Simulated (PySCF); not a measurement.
C2H4BN3, SMILES B1(N)N=CC=N1.

Coordinates come from a B3LYP-D3(BJ)/def2-SVP optimisation. This is a generated structure with no PubChem entry under its InChIKey; it may be hypothetical. The values are those of a single conformer.

Computed with TDA-PBE/def2-SVPD run with PySCF.

Vertical excitations. Gas-phase values at a fixed geometry. State labels are in the subgroup C2v.

Computed UV-visible absorptions:
```
state  symmetry  energy (eV)  λ (nm)      f                            main pairs
-----  --------  -----------  ------  -----  ------------------------------------
S1           A2         2.65     468  0.000                       HOMO→LUMO 100 %
S2           B1         2.83     438  0.001                     HOMO−1→LUMO 100 %
S3           B2         4.70     264  0.018                      HOMO−2→LUMO 93 %
S4           A1         5.28     235  0.246                      HOMO−3→LUMO 89 %
S5           B2         5.80     214  0.012                     HOMO→LUMO+1 100 %
S6           A1         5.92     209  0.026                    HOMO−1→LUMO+1 98 %
S7           B1         6.22     199  0.006                      HOMO→LUMO+2 98 %
S8           A2         6.25     198  0.000  HOMO−4→LUMO 68 %, HOMO−1→LUMO+2 32 %
S9           A2         6.34     195  0.000  HOMO−1→LUMO+2 66 %, HOMO−4→LUMO 31 %
S10          B1         6.57     189  0.000                      HOMO−5→LUMO 96 %
T1           A2         2.28     544      0                       HOMO→LUMO 100 %
T2           B1         2.34     530      0                     HOMO−1→LUMO 100 %
T3           B2         3.17     392      0                      HOMO−2→LUMO 98 %
T4           A1         3.67     338      0                      HOMO−3→LUMO 99 %
```
Triplets are in the Tamm–Dancoff approximation.
